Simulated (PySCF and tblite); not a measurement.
The numbers below are computed, except where a source is named.
C₅H₆N₂, numbered as in [N:1]#[C:2][C:3]#[C:4][CH2:5][CH2:6][NH2:7]. Conformers came from 90 starts (ETKDG and KDG, MMFF94s, GFN2-xTB); geometries are GFN2-xTB. Weights use PBE0-D3(BJ)/def2-SVP (IEF-PCM, cyclohexane) energies plus GFN2-xTB zero-point and thermal terms (modes under about 100 cm⁻¹ blended into free rotors). Symmetry numbers and mirror images are counted. Conformers within 3 kcal/mol (GFN2-xTB free energy) were kept, 4 at most. GIAO shieldings: mPW1PW91/pcSseg-1 (IEF-PCM, cyclohexane). Shifts are against TMS (¹H), TMS (¹³C) at the same level. Programs: PySCF with density fitting and tblite.

Torsions listed: C4–C5–C6–N7, C5–C6–N7–H7. Of a mirror pair one member is shown.

```json
{"conformer": "1", "shape": "63°, 59°", "point group": "C1", "mirror pair": "yes", "ΔE(DFT)": "0.00", "Δ(G−E) at 200 K": "0.00", "δ C5 (ppm)": "28.7"}
{"conformer": "2", "shape": "180°, -60°", "point group": "Cs", "mirror pair": "no", "ΔE(DFT)": "0.39", "Δ(G−E) at 200 K": "0.01", "δ C5 (ppm)": "28.9"}
{"conformer": "3", "shape": "71°, 177°", "point group": "C1", "mirror pair": "yes", "ΔE(DFT)": "0.68", "Δ(G−E) at 200 K": "-0.08", "δ C5 (ppm)": "25.0"}
{"conformer": "4", "shape": "-176°, -68°", "point group": "C1", "mirror pair": "yes", "ΔE(DFT)": "0.83", "Δ(G−E) at 200 K": "-0.11", "δ C5 (ppm)": "24.8"}
```

Energies in kcal/mol; the thermal term leaves out symmetry numbers and mirror images.

(1) Work out the weights at 200 K and the ¹³C shift of C5 under fast exchange.

For its torsions the set is small; conformers may be missing.

Answers

(1) RT = 0.397 kcal/mol. Each conformer gets RT ln(σ/g), with σ the rotational symmetry number and g = 2 for a mirror pair: 1: σ = 1, g = 2, G = 0.00 + 0.00 − 0.28 = -0.28, 0.00 above the lowest, exp(−ΔG/RT) = 1.000; 2: σ = 1, g = 1, G = 0.39 + 0.01 + 0.00 = 0.39, 0.67 above the lowest, exp(−ΔG/RT) = 0.186; 3: σ = 1, g = 2, G = 0.68 − 0.08 − 0.28 = 0.32, 0.60 above the lowest, exp(−ΔG/RT) = 0.221; 4: σ = 1, g = 2, G = 0.83 − 0.11 − 0.28 = 0.45, 0.72 above the lowest, exp(−ΔG/RT) = 0.163. The sum is 1.570, so the weights are 63.6, 11.9, 14.1, 10.4 %. The averaged shift is 27.8 ppm. At 298.15 K it is 27.4 ppm. At 298.15 K the leading conformer alone gives 28.7 ppm and bare DFT energies give 27.7 ppm.
